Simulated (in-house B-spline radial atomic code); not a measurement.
A run on an ion of nuclear charge 66 with 66.8 electrons that did not converge. Method: scalar-relativistic (X2C) PBEsol, spin-polarised, spherical fractional occupations, Fermi nucleus of rms radius 5.2218 fm; computed with a B-spline radial code for spherical atoms.

Command:
```bash
python run_scf.py task.json out
```
Settings (nuclear radius in fm, mass in u):
```
Z                66
configuration    [Xe] 4f10.8 6s2
hamiltonian      x2c
method           pbesol
spin_polarised   True
nucleus          fermi
rms_radius       5.2218
atomic_mass      163.92918
speed_of_light   137.035999084
```

First and last ten iterations of the last attempt (damped for 15 steps, keeping 80 % of the old Fock matrix, then DIIS):
```
 iter        energy (Eh)    residual
    1      -12098.224547    7.77e-01
    2      -12096.120147    1.49e+00
    3      -12124.050398    9.39e-01
    4      -12139.182522    5.61e-01
    5      -12146.681789    3.51e-01
    6      -12150.030859    2.20e-01
    7      -12151.382103    1.35e-01
    8      -12151.905798    8.36e-02
    9      -12152.131222    5.94e-02
   10      -12152.248393    4.37e-02
  111      -12098.877391    6.22e-01
  112      -12151.476918    1.17e-01
  113      -12151.507469    1.15e-01
  114      -12152.003529    7.48e-02
  115      -12098.472808    6.25e-01
  116      -12098.197671    6.26e-01
  117      -12099.324778    6.26e-01
  118      -12098.865578    6.26e-01
  119      -12098.877410    6.26e-01
  120      -12097.859369    6.27e-01
 not converged after 120 iterations
```

The smallest residual met was 3.2e-02; the threshold is about 7e-07. No energy from this run should be used. The likely cause: this method binds the added charge weakly or not at all at the basis-set limit, so charge moves back and forth between the atom and the box. Run time, properties included: 2.8 s on 1 thread of Arm Neoverse V1, on a shared host.
